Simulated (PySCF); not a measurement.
H3ClO2SSi (SMILES O[Si](O)(S)Cl), singlet, geometry from GFN2-xTB, with bond 8-4 at 1.8 times its length; CASSCF(2,3)+NEVPT2/6-31G in PySCF.

Input for PySCF:
```python
from pyscf import gto, scf, mcscf, mrpt
import numpy

mol = gto.M(
    atom='''
O     0.057108   -0.810598   -1.633328
Si    0.030396   -0.333457   -0.094607
O     0.345918   -1.621440    0.831528
S     1.575415    1.128824    0.161406
Cl   -1.786102    0.433674    0.355383
H    -0.125110   -1.715120   -1.877926
H     0.485580   -1.547790    1.771924
H     0.804044    2.614080   -1.531509
''',
    basis='6-31g',
    charge=0,
    spin=0,
    verbose=4,
)

mf = scf.RHF(mol)
mf.kernel()
mc = mcscf.CASSCF(mf, 3, 2)
mc.fix_spin_(ss=0.0)
mc.kernel()
occ = numpy.linalg.eigvalsh(mc.fcisolver.make_rdm1(mc.ci, mc.ncas, mc.nelecas))[::-1]
ss = mc.fcisolver.spin_square(mc.ci, mc.ncas, mc.nelecas)[0]
print('natural occupations', occ.round(4), ' <S^2>', round(ss, 4))
e2 = mrpt.NEVPT(mc).kernel()
print('E(NEVPT2) = %.10f' % (mc.e_tot + e2))
```

The log (banner, timings and long lists left out):

```
PySCF version 2.14.0

[INPUT] verbose = 4
[INPUT] num. atoms = 8
[INPUT] num. electrons = 66
[INPUT] charge = 0
[INPUT] spin (= nelec alpha-beta = 2S) = 0
[INPUT] symmetry False subgroup None
[INPUT] Mole.unit = angstrom
[INPUT] Symbol           X                Y                Z      unit          X                Y                Z       unit  Magmom
[...]
nuclear repulsion = 376.811450697564
number of shells = 37
number of NR pGTOs = 194
number of NR cGTOs = 63
basis = 6-31g
ecp = {}

******** <class 'pyscf.scf.hf.RHF'> ********
method = RHF
initial guess = minao
damping factor = 0
level_shift factor = 0
DIIS = <class 'pyscf.scf.diis.CDIIS'>
diis_start_cycle = 1
diis_space = 8
diis_damp = 0
SCF conv_tol = 1e-09
SCF conv_tol_grad = None
SCF max_cycles = 50
direct_scf = True
direct_scf_tol = 1e-13
Set gradient conv threshold to 3.16228e-05
Initial guess from minao.
init E= -1297.81484355405
[...]
cycle= 1 E= -1297.0784307092  delta_E= 0.736  |g|= 0.647  |ddm|= 2.68
[...]
cycle= 2 E= -1297.18274312744  delta_E= -0.104  |g|= 0.367  |ddm|= 1.16
[...]
cycle= 3 E= -1297.21355645998  delta_E= -0.0308  |g|= 0.0452  |ddm|= 0.399
[...]
cycle= 4 E= -1297.21484366447  delta_E= -0.00129  |g|= 0.0149  |ddm|= 0.103
[...]
cycle= 5 E= -1297.2149737006  delta_E= -0.00013  |g|= 0.00427  |ddm|= 0.0358
[...]
cycle= 6 E= -1297.21498734331  delta_E= -1.36e-05  |g|= 0.0016  |ddm|= 0.0132
[...]
cycle= 7 E= -1297.21498861162  delta_E= -1.27e-06  |g|= 0.000498  |ddm|= 0.00311
[...]
cycle= 8 E= -1297.21498891027  delta_E= -2.99e-07  |g|= 0.000201  |ddm|= 0.00161
[...]
cycle= 9 E= -1297.21498900424  delta_E= -9.4e-08  |g|= 9.67e-05  |ddm|= 0.000953
[...]
cycle= 10 E= -1297.21498903432  delta_E= -3.01e-08  |g|= 4.78e-05  |ddm|= 0.0006
[...]
cycle= 11 E= -1297.21498904316  delta_E= -8.83e-09  |g|= 2.44e-05  |ddm|= 0.000364
[...]
cycle= 12 E= -1297.21498904502  delta_E= -1.86e-09  |g|= 1.42e-05  |ddm|= 0.000153
[...]
cycle= 13 E= -1297.21498904563  delta_E= -6.14e-10  |g|= 5.77e-06  |ddm|= 0.000103
[...]
Extra cycle  E= -1297.21498904568  delta_E= -4.98e-11  |g|= 3.82e-06  |ddm|= 1.64e-05
converged SCF energy = -1297.21498904568

******** <class 'pyscf.mcscf.mc1step.CASSCF'> ********
CAS (1e+1e, 3o), ncore = 32, nvir = 28
max_cycle_macro = 50
max_cycle_micro = 4
conv_tol = 1e-07
conv_tol_grad = None
orbital rotation max_stepsize = 0.02
orbital rotation threshold for CI restart = 0.01
augmented hessian ah_max_cycle = 30
augmented hessian ah_conv_tol = 1e-12
[...]
CASCI E = -1297.21639866539  S^2 = 0.0000000
CASSCF energy = -1297.28366134704
CASCI E = -1297.28366134704  E(CI) = -1.26449628068167  S^2 = 0.0000000
[...]
1 Si 4py        -0.01297   0.00314  -0.17357
1 Si 4pz         0.00339  -0.00475   0.17480
2 O 1s          -0.00001  -0.00000  -0.00007
2 O 2s          -0.02458  -0.01827  -0.09981
2 O 3s          -0.01047  -0.00686  -0.08944
2 O 2px         -0.02800  -0.02709  -0.01532
2 O 2py         -0.06099  -0.05575  -0.09887
2 O 2pz          0.01186   0.00843   0.03396
2 O 3px         -0.00069  -0.00097   0.02227
2 O 3py         -0.01014  -0.00762  -0.03908
2 O 3pz          0.00678   0.00412   0.05267
3 S 1s          -0.00004   0.00002  -0.00018
3 S 2s           0.00024   0.00026   0.00061
3 S 3s           0.01995  -0.07060  -0.03522
3 S 4s          -0.00731   0.00014   0.25229
3 S 2px         -0.00267  -0.00151  -0.00011
3 S 2py          0.00453   0.00254  -0.00071
3 S 2pz         -0.00518  -0.00288   0.00044
3 S 3px          0.27766   0.23237   0.00845
3 S 3py         -0.43809  -0.41615   0.06145
3 S 3pz          0.50869   0.46466  -0.04165
3 S 4px          0.00637  -0.01496   0.24671
3 S 4py         -0.00115   0.01387  -0.24349
3 S 4pz          0.00496  -0.01954   0.34704
4 Cl 1s         -0.00001   0.00000  -0.00004
4 Cl 2s         -0.00003  -0.00000  -0.00001
4 Cl 3s          0.01011   0.00459   0.03884
4 Cl 4s          0.00216   0.00334   0.04384
4 Cl 2px         0.00003  -0.00004  -0.00003
4 Cl 2py         0.00007   0.00000   0.00014
4 Cl 2pz        -0.00003   0.00003  -0.00014
4 Cl 3px         0.02158   0.01343   0.02787
4 Cl 3py         0.01801   0.00686   0.01190
4 Cl 3pz        -0.03120  -0.01830  -0.07225
4 Cl 4px        -0.00018   0.00116  -0.00953
4 Cl 4py        -0.00151   0.00229  -0.02565
4 Cl 4pz        -0.00420  -0.00460  -0.05312
5 H 1s          -0.01164  -0.00496  -0.02337
5 H 2s           0.00268   0.00241   0.01924
6 H 1s          -0.00004   0.00492   0.00636
6 H 2s          -0.00297  -0.00034  -0.03049
7 H 1s          -0.67028   0.73478   0.06574
7 H 2s          -0.03924   0.04598  -0.62296
<CAS-nat-orb|mo-hf>  33     32       0.93031694
<CAS-nat-orb|mo-hf>  34     34       0.98402280
<CAS-nat-orb|mo-hf>  35     47      -0.43719187
<CAS-nat-orb|mo-hf>  35     53       0.58150912
Sr    (-1)',   E = -0.00000000189373
Si    (+1)',   E = -0.00028486682439
Sijrs (0)  ,   E = -0.35398704150550
Sijr  (+1) ,   E = -0.00826574293338
Srsi  (-1) ,   E = -0.00426413032998
Srs   (-2) ,   E = -0.00012439936141
Sij   (+2) ,   E = -0.00091958197441
Sir   (0)' ,   E = -0.00793988605205
Nevpt2 Energy = -0.375785650874856
E(NEVPT2) = -1297.6594469979
```
